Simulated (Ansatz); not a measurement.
InSiH5Cl2, closed shell: at the start structure of a reaction step.

Input (in.yaml):

```yaml
crystal:
  periodic: [false, false, false]
  atoms:
    - {symbol: In, position_ang: [0.143652, -0.758971, -2.508660]}
    - {symbol: H, position_ang: [-2.039254, -0.665934, -0.733678]}
    - {symbol: Cl, position_ang: [-2.544436, 0.428941, -1.276427]}
    - {symbol: Cl, position_ang: [-0.615827, -2.177260, -0.563815]}
    - {symbol: H, position_ang: [-0.384225, 0.497342, 1.530930]}
    - {symbol: Si, position_ang: [1.004158, 0.622921, 1.034975]}
    - {symbol: H, position_ang: [0.980390, 0.791640, -0.451854]}
    - {symbol: H, position_ang: [1.810291, -0.575266, 1.363814]}
    - {symbol: H, position_ang: [1.645251, 1.836588, 1.604716]}
basis:
  gaussian: {orbitals: def2-SVP}
hamiltonian: {xc: pbe, dispersion: d4}
```

Command:

```bash
ansatz run in.yaml --threads 8 --pin off --events-out ev --progress --plain --max-ram 19148MiB
```

Output of Ansatz 0.2.0:

```
Functional definition: PBE
  name "PBE"
  cite "Perdew, Burke & Ernzerhof, Phys. Rev. Lett. 77, 3865 (1996) doi:10.1103/PhysRevLett.77.3865"
  parent pbe
  parameter kappa = 0.804
  parameter beta = 0.06672455060314922
  exchange = pbe_x(kappa = kappa, mu = beta*pi^2/3)
  correlation = pbe_c(beta = beta)
1192 factors; their error is unknown
mean field evaluation 1: about -38153.8635 eV, gradient 2.0e1 eV
mean field evaluation 2: about -38151.2283 eV, gradient 3.6e1 eV
mean field evaluation 4: about -38155.2990 eV, gradient 2.1e0 eV
mean field evaluation 8: about -38155.3134 eV, gradient 2.7e-2 eV
mean field -38155.25173761 eV, -1402.1796387987 hartree, gradient 5.6e-5 eV, S^2 0.000000; 0 other end points of the search recorded, 0 dependent functions left out
reference -38155.25177985 eV, -1402.1796403510 hartree; 37, 37 occupied and 68, 68 virtual orbitals, 1192 factors
Total energy: -38155.53781048 eV, -1402.1901517829 hartree
```

The lines “mean field evaluation” count trial sets of orbitals through the whole run, from several starts and some on an approximate energy, so they need not fall steadily or lie above the final value.

The run took about 0.55 s on 8 CPU threads of an Arm Neoverse V1 (shared host).
